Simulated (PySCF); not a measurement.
## Static response to an electric field

Species: C6H9FO.
Atom-mapped SMILES: `[F:1][CH2:2][CH2:3][CH2:4][C:5]1=[CH:6][CH2:7][O:8]1` (hydrogens: H9, H10 on C2; H11, H12 on C3; H13, H14 on C4; H15 on C6; H16, H17 on C7)

Geometry (GFN2-xTB, Å), atoms numbered from 1 in this order:
```
atom  x, y, z in Å
F1     2.6600    0.5204    1.8758
C2     1.8191    0.6259    0.7921
C3     1.4889   -0.7588    0.2524
C4     0.5346   -0.6767   -0.9458
C5    -0.7917   -0.1425   -0.5544
C6    -2.0041   -0.5871   -0.2037
C7    -2.4189    0.8464   -0.0387
O8    -1.0753    1.2126   -0.4249
H9     0.9242    1.1518    1.1351
H10    2.3419    1.2344    0.0469
H11    2.4143   -1.2522   -0.0500
H12    1.0320   -1.3525    1.0467
H13    0.9663   -0.0264   -1.7094
H14    0.3959   -1.6742   -1.3654
H15   -2.4974   -1.5263   -0.0898
H16   -3.1496    1.2326   -0.7483
H17   -2.6472    1.1847    0.9716
```

Level: wB97X-D/def2-SVPD (PySCF), static field, nuclei fixed, core orbitals frozen in the response. The polarisability tensor in these axes (au):

```
x   88.06 -1.49  0.01
y   -1.49 69.49  1.74
z    0.01  1.74 63.31
```

Task: What are the eigenvalues, a third of the trace, and Δα (Δα² = ½Σ(αi − αj)² over the three pairs)?

Result: Principal values 62.85, 69.83 and 88.17 au; mean 73.62 au = 10.91 Å³ = 12.14 × 10⁻⁴⁰ C²·m²/J; Δα = 22.65 au (31 % of the mean).

Task: What is the dipole moment, and where does it point?

Result: (-1.68, -1.23, -1.42) D, 2.52 D in size, pointing from the negative to the positive side. Measured along this direction, the outermost atoms are F1 at the negative end and H15 at the positive end.

Task: What would n − 1 = 2πNα be for an ideal gas of these molecules at 400 K and 1 atm, electronic part alone?

Result: N = p/kT = 1.8347 × 10¹⁹ cm⁻³, so n − 1 = 2π × N × 10.91 × 10⁻²⁴ cm³ = 1258 × 10⁻⁶ at long wavelengths.

Task: Find the Langevin capture rate constant for H3+ (3.023 u) meeting this molecule (116.064 u), k = 2.342 × 10⁻⁹ cm³/s × √(α in Å³ / reduced mass in u).

Result: The reduced mass is 2.95 u, so k = 4.51 × 10⁻⁹ cm³/s. The formula leaves out the permanent dipole, which adds to the capture rate.

Task: Form Σ f/ω² (atomic units) for the 8 lowest TDDFT singlets, given as eV and f, and set it beside the mean polarisability, which is this sum over all singlets: 6.47, 0.1952; 6.65, 0.0254; 7.08, 0.0132; 7.19, 0.0044; 7.82, 0.0271; 8.02, 0.0014; 8.39, 0.0217; 8.41, 0.0213.

Result: They add up to 4.93 au, 6.7 % of the 73.62 au; the largest single term is 3.45 au, from the state at 6.47 eV. Terms in order: 3.45, 0.43, 0.19, 0.06, 0.33, 0.02, 0.23, 0.22 au. Higher excitations give the rest. The strengths listed sum to 0.310.

Task: What depolarisation ratio follows for Rayleigh scattering of linearly polarised light, taking the static tensor?

Result: ρ = 3Δα²/(45ᾱ² + 4Δα²) = 1539.4/(243896 + 2052.5) = 0.00626.

Task: Give the eigenvalues of the traceless quadrupole moment Θ = ½Σq(3rr − r²1), origin at the centre of nuclear charge.

Result: -11.21, 1.31, 9.90 D·Å. The values depend on the origin, since the dipole doesn't vanish. The electronic extent ⟨r²⟩ about the same centre is 1186 bohr², a root-mean-square distance of 2.31 Å for the 62 electrons.

Geometry: GFN2-xTB, one conformer, isolated molecule.

The run behind these numbers computed excited states as well. On one thread of an Arm Neoverse N1, shared host, this took 1.8 min wall and 1.1 GiB of memory at its peak.
